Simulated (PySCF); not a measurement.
Mg(I)(SMe) (CH₃IMgS), SMILES C[S][Mg][I]. Geometry optimised at PBE-D3(BJ)/def2-SVP. The structure was generated by enumeration; whether it is a known compound was not checked. The def2 effective core potentials stand for the cores of I; spin–orbit coupling is left out. The values are those of a single conformer.

Q: Give the equilibrium geometry at PBE-D3(BJ)/def2-SVP (PySCF confirms it by a frequency run) as Cartesian coordinates in Å, and its point group. (Estimate from the structure and the level; the computed values follow.)

A: One answer among several that fit: point group Cs.
```xyz
7

Mg     0.2857     0.7918     0.0000
I     -0.0597    -1.7576     0.0000
S      0.6484     3.0760     0.0000
C     -1.0673     3.7676     0.0000
H     -1.6363     3.4795    -0.9049
H     -0.9600     4.8692     0.0000
H     -1.6363     3.4795     0.9049
```
